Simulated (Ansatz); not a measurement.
`[CH3][Zn][Te]C` at its PBE0-D4/def2-TZVP geometry, where that method's forces vanish. Total charge 0; spin multiplicity 1. Te: def2 effective core potential.

| atom | x (Å) | y (Å) | z (Å) |
| --- | --- | --- | --- |
| C1 | 0.164 | 2.565 | -0.361 |
| Zn2 | 0.192 | 0.671 | -0.805 |
| Te3 | 0.232 | -1.750 | -1.381 |
| C4 | -0.213 | -2.471 | 0.608 |
| H5 | -0.855 | 2.898 | -0.150 |
| H6 | 0.782 | 2.764 | 0.517 |
| H7 | 0.553 | 3.155 | -1.194 |
| H8 | -0.235 | -3.557 | 0.533 |
| H9 | 0.566 | -2.168 | 1.302 |
| H10 | -1.185 | -2.108 | 0.931 |

For each bond, give half the difference of the two atoms' forces along it (eV/Å; positive pushes the atoms apart) under PBE-D4, r2SCAN-D4, B3LYP-D4, ωB97M-V in def2-TZVPP. (Best estimate.)

Ansatz gave: 
```
   bond  length (Å)  PBE-D4  r2SCAN-D4  B3LYP-D4  ωB97M-V
 C1–Zn2       1.946   -0.07      -0.07      0.13     0.05
  C1–H5       1.092    0.12       0.01     -0.07    -0.04
  C1–H6       1.092    0.12       0.01     -0.07    -0.04
  C1–H7       1.092    0.12       0.01     -0.07    -0.04
Zn2–Te3       2.489    0.05      -0.04      0.04    -0.11
 Te3–C4       2.162    0.20       0.19      0.32    -0.04
  C4–H8       1.088    0.11      -0.04     -0.09    -0.05
  C4–H9       1.087    0.08      -0.05     -0.09    -0.04
 C4–H10       1.087    0.08      -0.05     -0.09    -0.04
```

B3LYP here is the variant with VWN-RPA as its local correlation; programs differ in this.
